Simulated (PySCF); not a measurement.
C4H12Si, charge +1, doublet, geometry from GFN2-xTB (a state made from the parent by changing its charge; the spin is typed, not shown lowest), atoms displaced at random by about 0.03 Å a coordinate; PBE0/STO-3G, gradient run with PySCF.

PySCF was given this input:
```python
from pyscf import gto, scf, dft

mol = gto.Mole()
mol.atom = '''
    C    -0.680179   -1.053782   -1.443179
    Si   -0.023733    0.006114    0.018352
    C     0.173425    1.696101   -0.835958
    C    -1.257302   -0.384575    1.487580
    C     1.763649   -0.161693    0.914153
    H    -1.640178   -0.767786   -1.853870
    H    -0.740213   -2.132257   -1.139578
    H     0.035100   -1.000672   -2.291122
    H     0.518353    2.478889   -0.123826
    H    -0.721045    2.036821   -1.376166
    H     0.977195    1.705272   -1.622254
    H    -2.177954   -0.286552    1.090141
    H    -1.204288   -1.492635    1.692888
    H    -1.059063    0.153810    2.272632
    H     1.677007   -1.144834    1.364241
    H     2.457742   -0.075625    0.151533
    H     1.782051    0.498784    1.728996
'''
mol.basis = 'sto-3g'
mol.charge = 1
mol.spin = 1
mol.verbose = 4
mol.build()

mf = dft.UKS(mol)
mf.xc = 'pbe0'
mf.kernel()
g = mf.nuc_grad_method()
grad = g.kernel()
```

What the program printed (banner, timings and long lists left out):

```
PySCF version 2.14.0

[INPUT] verbose = 4
[INPUT] num. atoms = 17
[INPUT] num. electrons = 49
[INPUT] charge = 1
[INPUT] spin (= nelec alpha-beta = 2S) = 1
[INPUT] symmetry False subgroup None
[INPUT] Mole.unit = angstrom
[INPUT] Symbol           X                Y                Z      unit          X                Y                Z       unit  Magmom
[...]
nuclear repulsion = 241.470607091998
number of shells = 29
number of NR pGTOs = 123
number of NR cGTOs = 41
basis = sto-3g
ecp = {}

******** <class 'pyscf.dft.uks.UKS'> ********
method = UKS
initial guess = minao
damping factor = 0
level_shift factor = 0
DIIS = <class 'pyscf.scf.diis.CDIIS'>
diis_start_cycle = 1
diis_space = 8
diis_damp = 0
SCF conv_tol = 1e-09
SCF conv_tol_grad = None
SCF max_cycles = 50
direct_scf = True
direct_scf_tol = 1e-13
number electrons alpha = 25  beta = 24
XC library pyscf.dft.libxc version 7.1.2
    S. Lehtola, C. Steigemann, M. J. T. Oliveira, and M. A. L. Marques,  SoftwareX 7, 1–5 (2018)
XC functionals = pbe0
    C. Adamo and V. Barone,  J. Chem. Phys. 110, 6158 (1999)
    M. Ernzerhof and G. E. Scuseria,  J. Chem. Phys. 110, 5029 (1999)
radial grids:
    Treutler-Ahlrichs [JCP 102, 346 (1995); DOI:10.1063/1.469408] (M4) radial grids

becke partition: Becke, JCP 88, 2547 (1988); DOI:10.1063/1.454033
pruning grids: <function nwchem_prune>
grids dens level: 3
symmetrized grids: False
atomic radii adjust function: <function treutler_atomic_radii_adjust>
small_rho_cutoff = 0
Set gradient conv threshold to 3.16228e-05
tot grids = 193352
init E= -443.407822126576

cycle= 1 E= -443.284269924755  delta_E= 0.124  |g|= 0.204  |ddm|= 3.21
cycle= 2 E= -443.291991015149  delta_E= -0.00772  |g|= 0.187  |ddm|= 0.626
cycle= 3 E= -443.31603989546  delta_E= -0.024  |g|= 0.0342  |ddm|= 0.31
cycle= 4 E= -443.316855145488  delta_E= -0.000815  |g|= 0.00957  |ddm|= 0.0681
cycle= 5 E= -443.316929688173  delta_E= -7.45e-05  |g|= 0.00183  |ddm|= 0.0171
cycle= 6 E= -443.316933415435  delta_E= -3.73e-06  |g|= 0.000636  |ddm|= 0.00427
cycle= 7 E= -443.31693399915  delta_E= -5.84e-07  |g|= 0.000394  |ddm|= 0.00237
cycle= 8 E= -443.316934111082  delta_E= -1.12e-07  |g|= 7.45e-05  |ddm|= 0.000682
cycle= 9 E= -443.316934119601  delta_E= -8.52e-09  |g|= 1.75e-05  |ddm|= 0.000242
cycle= 10 E= -443.316934120156  delta_E= -5.55e-10  |g|= 6.67e-06  |ddm|= 6.6e-05
Extra cycle  E= -443.316934120192  delta_E= -3.57e-11  |g|= 5.64e-06  |ddm|= 2.11e-05
converged SCF energy = -443.316934120192  <S^2> = 0.75457871  2S+1 = 2.0045735

******** <class 'pyscf.grad.uks.Gradients'> for <class 'pyscf.dft.uks.UKS'> ********
unit = Eh/Bohr
grid_response = False
--------------- UKS gradients ---------------
         x                y                z
0 C    -0.0268125657     0.0270802341    -0.0032574760
1 Si     0.0157696591     0.0003080627     0.0037038630
2 C    -0.0356285086    -0.0245081892     0.0123570407
3 C    -0.0658465627     0.1238454324     0.0956335778
4 C     0.0765340439     0.0328938637    -0.0107636481
5 H     0.0129811332    -0.0086181074    -0.0038145803
6 H     0.0013869441    -0.0170838211    -0.0004328678
7 H     0.0012230075    -0.0044804978    -0.0089921698
8 H     0.0090784366     0.0101427765    -0.0007790485
9 H     0.0092550159     0.0083754850    -0.0068360458
10 H     0.0115810779     0.0099891416    -0.0132306576
11 H     0.0851013143    -0.0239004744     0.0353372447
12 H    -0.0077876744    -0.0245392825    -0.0033291772
13 H    -0.0271280872    -0.0779385593    -0.1130784133
14 H    -0.0043679686     0.0183807429     0.0028599576
15 H    -0.0451101003    -0.0103311026     0.0392939515
16 H    -0.0102408216    -0.0396298497    -0.0246707399
----------------------------------------------
```
